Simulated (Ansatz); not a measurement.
```xyz
11

C    -1.3676   -0.2929    1.8547
Ga   -0.0867   -1.0064    0.5385
B     0.9307    0.1963   -0.7809
C     1.0531    0.9080   -2.1478
S     2.4080    1.1371   -0.9303
H    -1.3882    0.7964    1.8835
H    -1.1290   -0.6706    2.8522
H    -2.3718   -0.6533    1.6111
H     0.1478   -2.5655    0.5143
H     1.3302    0.3486   -3.0370
H     0.4734    1.8024   -2.3583
```

Total charge 0; spin multiplicity 1.

Task: List the PBE0/def2-TZVPP orbital energies in eV (Ansatz 0.2.0). (Best estimate.)

Result: Ansatz gave: Occupied: -10146.81, -2422.48, -1252.70, -1108.90, -1108.78, -1108.77, -278.90, -277.70, -217.81, -185.24, -161.63, -161.54, -161.49, -150.94, -103.98, -103.66, -103.63, -23.07, -22.92, -22.91, -22.80, -22.79, -22.70, -19.03, -17.27, -13.31, -12.54, -12.12, -11.22, -11.10, -10.00, -8.29, -8.14, -7.47, -7.44. Lowest empty: -1.43, -1.36, 0.33, 1.08, 1.50, 2.05, 2.41, 2.62.
